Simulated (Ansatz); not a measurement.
The first iterations of a band of C2H9BOSn (14 atoms, charge 0, multiplicity 1).

Level of theory: RKS LDA/def2-SVP in Ansatz.

| Property | Result |
| --- | --- |
| movable images | 9 |
| climbing image | yes |
| spring | 5.0 eV/Å² |
| optimiser | quadratic models (default) |
| start path | through a guess of the saddle point |
| force threshold | 0.03 eV/Å |
| iteration limit | 60 |
| end points | relaxed |

First end point:

```xyz
14
Properties=species:S:1:pos:R:3
C -1.463 1.828 0.584
B -0.792 0.747 1.491
O 0.217 -0.063 1.138
Sn 1.195 -0.238 -0.618
C 0.965 -2.304 -1.040
H -1.064 1.906 -0.451
H -1.365 2.824 1.074
H -2.559 1.642 0.530
H -1.198 0.598 2.648
H 2.798 0.226 -0.218
H 0.486 0.804 -1.791
H 1.355 -2.886 -0.181
H 1.524 -2.579 -1.957
H -0.110 -2.534 -1.180
```

Last end point:

```xyz
14
Properties=species:S:1:pos:R:3
C -1.525 1.076 0.397
B -0.392 1.041 1.480
O 0.868 0.636 1.266
Sn 1.538 -0.057 -0.514
C 0.445 -1.838 -0.909
H -1.997 2.084 0.370
H -2.344 0.382 0.697
H -1.211 0.816 -0.641
H -0.647 1.400 2.633
H 3.196 -0.320 -0.163
H 1.299 1.192 -1.673
H 0.570 -2.535 -0.056
H 0.816 -2.321 -1.835
H -0.628 -1.587 -1.024
```

| iteration | highest image above the first end (eV) | largest band force component (eV/Å) |
| --- | --- | --- |
| 1 | 4.218 | 10.072 |
| 2 | 1.720 | 4.039 |
| 3 | 0.797 | 1.835 |
| 4 | 0.525 | 1.486 |
| 5 | 0.360 | 0.668 |
| 6 | 0.292 | 0.466 |
| 7 | 0.223 | 0.334 |
| 8 | 0.164 | 0.524 |
| 9 | 0.133 | 0.518 |

Task: Does the band converge within its limit, and where does its top end?

Result: The run converged. It ended after 27 iterations with the highest image 0.000 eV above the first end. The highest image is an end point: on this band no image between the ends rises above it. Between wells the path still climbs a hump at image 7, 0.03 eV above the well before it.

The run took 7.8 min on 2 threads of Intel(R) Xeon(R) Platinum 8259CL CPU @ 2.50GHz (Skylake/Cascade Lake), with other jobs on the host, peak memory 0.19 GiB.
